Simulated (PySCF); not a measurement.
`InChI=1S/C2H4BrFSi/c3-5-1-2(5)4/h2,5H,1H2/t2-,5+/m0/s1`

Cartesian coordinates in Å; atom numbers follow the order of the lines, from 1:
```xyz
9

F    -1.336    1.230    1.034
C    -0.479    0.829    0.042
C    -0.645   -0.640   -0.394
Si    0.991   -0.283    0.455
Br    2.731   -0.027   -0.888
H    -0.474    1.586   -0.737
H    -0.714   -0.810   -1.460
H    -1.418   -1.172    0.144
H     1.359   -0.707    1.778
```

Theory: TDDFT B3LYP/def2-SVPD circular dichroism and optical rotation, one conformer, gas phase (PySCF). Geometry: GFN2-xTB.

The calculation is non-relativistic, which matters for the atoms heavier than Zn. States above about 7.0 eV (minus the energy of the highest occupied orbital) lie near or above the ionisation threshold and depend on the basis.

Stereocentres: C2 S, Si4 R.

Give the optical rotatory dispersion at 633, 589.3, 546, 436, 405, 365, 355 nm.

[α] in deg dm⁻¹ (g/mL)⁻¹:
```
λ (nm)  origin-invariant length gauge  modified velocity gauge  length gauge (centre of mass)  isotropic polarisability (au)
   633                          -18.6                    -24.5                          -19.7                           74.9
 589.3                          -21.9                    -28.9                          -23.3                           75.3
   546                          -26.4                    -34.7                          -28.0                           75.7
   436                          -46.7                    -60.9                          -49.8                           77.7
   405                          -56.9                    -74.1                          -60.7                           78.6
   365                          -75.6                    -98.0                          -80.8                           80.2
   355                          -81.4                   -105.6                          -87.1                           80.7
```

And for the mirror image at 589.3 nm?

+21.9 deg dm⁻¹ (g/mL)⁻¹ (origin-invariant length gauge): the same size and the opposite sign.

What is the molar rotation [Φ] = [α]·M/100 of the geometry above at 589.3 nm?

With M = 155.04 g/mol, -34.0 deg cm² dmol⁻¹ (origin-invariant length gauge).

The first excitation lies at 5.15 eV (241 nm) with R = +6.8 × 10⁻⁴⁰ esu² cm² (velocity form).
